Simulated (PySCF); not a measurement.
Isomers of C7H10P2, mass 156.026 u with the commonest isotopes. Method used: PBE0/pcSseg-1 in PySCF (dipole) on a GFN2-xTB geometry, gas phase. One conformer each, none proved a minimum here; rigid rotors.

Question: Order these by radius of gyration √(Σ m r²/M), largest first.
A. `[CH3:1][CH:2]([CH3:3])[c:4]1[cH:5][p:6][cH:7][p:8][cH:9]1` with C1–C2–C4–C5 -61°
B. `[CH3:1][PH:2][c:3]1[cH:4][cH:5][cH:6][cH:7][c:8]1[PH2:9]` with C1–P2–C3–C4 4°, C7–C8–P9–H 96° and 3°
C. `c1(C)c(c(C)pcp1)C`

Answer: A (2.299 Å), B (2.229 Å), C (2.167 Å).

Question: Order these by rotational constant B, smallest first.
A. `[CH3:1][CH:2]([CH3:3])[c:4]1[cH:5][p:6][cH:7][p:8][cH:9]1` with C1–C2–C4–C5 -61°
B. `[CH3:1][PH:2][c:3]1[cH:4][cH:5][cH:6][cH:7][c:8]1[PH2:9]` with C1–P2–C3–C4 4°, C7–C8–P9–H 96° and 3°
C. `Cc1pcpc(C)c1C`

Answer: A (815.1 MHz), B (1129 MHz), C (1277 MHz).

Question: Order these by rotational constant A, smallest first.
A. `[CH3:1][CH2:2][c:3]1[cH:4][p:5][c:6]([CH3:7])[cH:8][p:9]1` with C1–C2–C3–C4 -87°
B. `[CH3:1][CH:2]([CH3:3])[c:4]1[cH:5][p:6][cH:7][p:8][cH:9]1` with C1–C2–C4–C5 -61°
C. `[CH3:1][PH:2][c:3]1[cH:4][cH:5][cH:6][cH:7][c:8]1[PH2:9]` with C1–P2–C3–C4 4°, C7–C8–P9–H 96° and 3°
D. `Cc1pcpc(C)c1C`

Answer: D (1479 MHz), C (1516 MHz), B (1955 MHz), A (2251 MHz).

| SMILES | point group | Ia (u·Å²) | Ib (u·Å²) | Ic (u·Å²) | κ | μa (D) | μb (D) | μc (D) |
| --- | --- | --- | --- | --- | --- | --- | --- | --- |
| CC(C)c1cpcpc1 | – | 258.44 | 620.06 | 770.28 | -0.76 | 2.12 | 0.30 | 0.00 |
| CCc1cpc(C)cp1 | C1 | 224.54 | 620.66 | 793.28 | -0.78 | 0.09 | 0.05 | 0.14 |
| Cc1pcpc(C)c1C | near Cs | 341.80 | 395.66 | 728.01 | 0.49 | 0.10 | 2.71 | 0.01 |
| CPc1ccccc1P | – | 333.28 | 447.57 | 769.86 | 0.10 | 0.73 | 1.37 | 0.04 |
